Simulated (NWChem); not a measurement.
Species: C3H4F2Si; SMILES C(#C[SiH](F)F)C

```xyz
10

C     -3.3196     0.2755     0.5095
C     -1.8764     0.1697     0.3978
C     -0.6529     0.0790     0.2939
Si     1.1455    -0.0527     0.1362
F      1.6867     1.0983    -0.8793
F      1.5276    -1.4868    -0.5331
H     -3.7038    -0.3370     1.3513
H     -3.8163    -0.0745    -0.4191
H     -3.6312     1.3262     0.6848
H      1.8765     0.0762     1.4268
```
Atoms are numbered in this order, from 1.

Level: PBE-D3(BJ)/def2-SVP (NWChem), optimised geometry, unscaled harmonic frequencies. 

Question: List the harmonic frequencies with IR intensities, and the thermochemistry.

Answer: 
| frequency (cm⁻¹) | IR intensity (km/mol) |
|---|---|
| 32 | 0.0 |
| 84 | 1.3 |
| 101 | 2.5 |
| 264 | 10.7 |
| 265 | 13.9 |
| 336 | 24.8 |
| 404 | 1.4 |
| 417 | 19.0 |
| 542 | 86.7 |
| 802 | 60.2 |
| 809 | 15.1 |
| 864 | 283.2 |
| 946 | 195.3 |
| 986 | 5.1 |
| 987 | 3.8 |
| 1076 | 72.4 |
| 1334 | 0.8 |
| 1384 | 10.0 |
| 1385 | 10.1 |
| 2232 | 203.4 |
| 2248 | 109.3 |
| 2968 | 6.0 |
| 3055 | 0.4 |
| 3056 | 0.4 |

| Property | Value |
|---|---|
| zero-point energy | 38.0 kcal/mol |
| thermal correction to the enthalpy at 298.15 K (with zero-point energy) | 43.4 kcal/mol |
| heat capacity Cv | 24.7 cal/(mol K) |
| entropy at 298.15 K and 1 atm (symmetry number 1) | 88.6 cal/(mol K) |
| dipole moment | 3.49 D |

Rigid rotor and harmonic oscillator; modes under 100 cm⁻¹ make the entropy uncertain.
